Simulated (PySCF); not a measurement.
Delta-SCF ions had no search for a lower state. Excitations are Tamm–Dancoff values on a coarser integration grid. The basis has no diffuse functions, so Rydberg states are missing or too high.

Cartesian coordinates (Å):
SMILES: c1cc(c(C(=C)[SiH3])cc1)F
```xyz
19

C      1.7733     0.0328     1.7567
C      1.3318    -0.1037     0.4937
Si     2.6190    -0.4531    -0.8500
C     -0.1040     0.0415     0.1718
C     -0.9416     0.9299     0.8658
C     -2.2928     1.0518     0.5582
C     -2.8476     0.2858    -0.4671
C     -2.0436    -0.5959    -1.1846
C     -0.6998    -0.6979    -0.8563
F      0.0624    -1.5488    -1.5541
H      1.0886     0.1903     2.5982
H      2.8385    -0.0209     2.0002
H      2.2896     0.2769    -2.1098
H      3.9295     0.0419    -0.3267
H      2.7585    -1.9088    -1.1460
H     -0.5041     1.5532     1.6488
H     -2.9141     1.7571     1.1140
H     -3.9067     0.3793    -0.7170
H     -2.4369    -1.2112    -1.9956
```
Charge 0, multiplicity 1.

Q: Estimate the S1 excitation (TDA), HOMO–LUMO gap, dipole moment, T1 excitation (TDA), total energy, S1 oscillator strength, LUMO and vertical ionisation energy (Delta-SCF) that PBE0-D3(BJ)/def2-TZVP // PBE0-D3(BJ)/def2-SVP (PySCF) returns for this input.

A: 
```json
{
 "S1 excitation (TDA)": "4.89 eV",
 "HOMO–LUMO gap": "5.57 eV",
 "dipole_moment": "1.93 D",
 "T1 excitation (TDA)": "3.30 eV",
 "total_energy": "-19025.14 eV",
 "S1 oscillator strength": "0.093",
 "LUMO": "-1.33 eV",
 "vertical ionisation energy (Delta-SCF)": "8.51 eV"
}
```
